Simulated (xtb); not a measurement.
BiI$_{2}$, doublet, geometry from GFN2-xTB (such geometries of metal compounds can be far from the true shape) (the spin is typed, not shown lowest); GFN1-xTB in xtb.

Input for xtb:
```
$ xtb mol.xyz --gfn 1 --uhf 1 --ohess --json

# file mol.xyz
3

Bi     0.89619474     0.44438201     0.28746279
I     -1.04089611     1.21333620    -1.58129724
I     -0.36257867    -1.90925520     1.13111966
```

The log (banner, timings and long lists left out):

```
   ID    Z sym.   atoms
    1   83 Bi     1
    2   53 I      2, 3

           -------------------------------------------------
          |                Calculation Setup                |
           -------------------------------------------------

           -------------------------------------------------
          |                 G F N 1 - x T B                 |
           -------------------------------------------------

          ...................................................
          :                      SETUP                      :
          :.................................................:
          :  # basis functions                  24          :
          :  # atomic orbitals                  22          :
          :  # shells                            8          :
          :  # electrons                        19          :
          :  # halogen bonds                     0          :
          :  max. iterations                   250          :
          :  Hamiltonian                  GFN1-xTB          :
          :  restarted?                      false          :
          :  GBSA solvation                  false          :
          :  PC potential                    false          :
          :  electronic temp.          300.0000000     K    :
          :  accuracy                    1.0000000          :
          :  -> integral cutoff          0.2500000E+02      :
          :  -> integral neglect         0.1000000E-07      :
          :  -> SCF convergence          0.1000000E-05 Eh   :
          :  -> wf. convergence          0.2000000E-04 e    :
          :  Broyden damping             0.4000000          :
          :  net charge                          0          :
          :  unpaired electrons                  1          :
          ...................................................

 iter      E             dE          RMSdq      gap      omega  full diag
   1     -9.9100993 -0.991010E+01  0.802E+00    3.18       0.0  T
   2     -9.9717228 -0.616235E-01  0.961E+00    1.98       1.0  T
   3    -10.1238350 -0.152112E+00  0.484E+00    2.47       1.0  T
   4    -10.0947737  0.290613E-01  0.488E+00    3.08       1.0  T
   5    -10.1610975 -0.663238E-01  0.235E-01    2.78       1.0  T
   6    -10.1612624 -0.164868E-03  0.305E-02    2.80       1.9  T
   7    -10.1612647 -0.234643E-05  0.917E-04    2.80      62.9  T
   8    -10.1612647 -0.485230E-09  0.678E-04    2.80      85.1  T
   9    -10.1612647 -0.725791E-09  0.429E-04    2.80     134.5  T
  10    -10.1612647 -0.478996E-09  0.599E-06    2.80    9644.6  T
  11    -10.1612647 -0.959233E-13  0.505E-08    2.80  100000.0  T

   *** convergence criteria satisfied after 11 iterations ***

         :::::::::::::::::::::::::::::::::::::::::::::::::::::
         ::                     SUMMARY                     ::
         :::::::::::::::::::::::::::::::::::::::::::::::::::::
         :: total energy             -10.153844430999 Eh    ::
         :: gradient norm              0.006748619314 Eh/a0 ::
         :: HOMO-LUMO gap              2.797782770322 eV    ::
         ::.................................................::
         :: SCC energy               -10.161264706495 Eh    ::
         :: -> electrostatic           0.021843348462 Eh    ::
         :: repulsion energy           0.008975665336 Eh    ::
         :: dispersion energy         -0.001555389840 Eh    ::
         :: halogen bond corr.         0.000000000000 Eh    ::
         :: add. restraining           0.000000000000 Eh    ::
         :: total charge              -0.000000000000 e     ::
         :::::::::::::::::::::::::::::::::::::::::::::::::::::

      -----------------------------------------------------------
     |                   =====================                   |
     |                        A N C O P T                        |
     |                   =====================                   |
[...]
 * total energy  :   -10.1538444 Eh     change       -0.5329071E-14 Eh
 * total energy  :   -10.1452334 Eh     change        0.8611026E-02 Eh
 * total energy  :   -10.1538875 Eh     change       -0.8654070E-02 Eh
 * total energy  :   -10.1539688 Eh     change       -0.8133779E-04 Eh
 * total energy  :   -10.1539955 Eh     change       -0.2667978E-04 Eh
 * total energy  :   -10.1539956 Eh     change       -0.6155895E-07 Eh
   *** GEOMETRY OPTIMIZATION CONVERGED AFTER 6 ITERATIONS ***
         :: total energy             -10.153995553841 Eh    ::
[...]
 reduced masses (amu)
   1:149.87   2:137.17   3:141.83   4:200.61   5:141.23   6:158.29   7:143.32   8:155.52
   9:160.52
 IR intensities (km·mol⁻¹)
   1:  0.06   2:  0.48   3:  0.34   4:  1.10   5:  0.87   6:  0.15   7:  0.87   8:  1.28
   9:  7.02
 Raman intensities (Ä⁴*amu⁻¹)
   1:  0.00   2:  0.00   3:  0.00   4:  0.00   5:  0.00   6:  0.00   7:  0.00   8:  0.00
   9:  0.00
 output can be read by thermo (or use thermo option).
 writing <g98.out> molden fake output.
 recommended (thermochemical) frequency scaling factor: 1.0
           -------------------------------------------------
          |             Thermodynamic Functions             |
           -------------------------------------------------

c2v symmetry found (for desy threshold:  0.10E+00) used in thermo

          ...................................................
          :                      SETUP                      :
          :.................................................:
          :  # frequencies                           3      :
          :  # imaginary freq.                       0      :
          :  linear?                             false      :
          :  only rotor calc.                    false      :
          :  symmetry                              c2v      :
          :  rotational number                       2      :
          :  scaling factor                  1.0000000      :
          :  rotor cutoff                   50.0000000 cm⁻¹ :
          :  imag. cutoff                  -20.0000000 cm⁻¹ :
          :.................................................:

    mode    ω/cm⁻¹     T·S(HO)/kcal·mol⁻¹    T·S(FR)/kcal·mol⁻¹   T·S(vib)
   ------------------------------------------------------------------------
       1     54.45    -1.38609 ( 58.44%)    -1.03122 ( 41.56%)    -1.23860
       2    202.20    -0.62998 ( 99.63%)    -0.64260 (  0.37%)    -0.63002
       3    203.66    -0.62605 ( 99.64%)    -0.64048 (  0.36%)    -0.62610
   ------------------------------------------------------------------------

   temp. (K)  partition function   enthalpy   heat capacity  entropy
                                   cal/mol     cal/K/mol   cal/K/mol   J/K/mol
 298.15  VIB   11.1                 1216.069      5.233      8.368
         ROT  0.100E+07              888.752      2.981     30.438
         INT  0.111E+08             2104.821      8.214     38.806
         TR   0.963E+28             1481.254      4.968     44.265
         TOT                        3586.0750    13.1820    83.0703   347.5662

       T/K    H(0)-H(T)+PV         H(T)/Eh          T*S/Eh         G(T)/Eh
   ------------------------------------------------------------------------
    298.15    0.571477E-02    0.676343E-02    0.394694E-01   -0.327060E-01
   ------------------------------------------------------------------------

         :::::::::::::::::::::::::::::::::::::::::::::::::::::
         ::                  THERMODYNAMIC                  ::
         :::::::::::::::::::::::::::::::::::::::::::::::::::::
         :: total free energy         -10.186701506039 Eh   ::
         ::.................................................::
         :: total energy              -10.153995553841 Eh   ::
         :: zero point energy           0.001048658925 Eh   ::
         :: G(RRHO) w/o ZPVE           -0.033754611123 Eh   ::
         :: G(RRHO) contrib.           -0.032705952198 Eh   ::
         :::::::::::::::::::::::::::::::::::::::::::::::::::::

optimized geometry written to: xtbopt.xyz

           -------------------------------------------------
          | TOTAL ENERGY              -10.153995553841 Eh   |
          | TOTAL ENTHALPY            -10.147232120713 Eh   |
          | TOTAL FREE ENERGY         -10.186701506039 Eh   |
          | GRADIENT NORM               0.000284192684 Eh/α |
          | HOMO-LUMO GAP               2.699838765927 eV   |
           -------------------------------------------------

normal termination of xtb
```
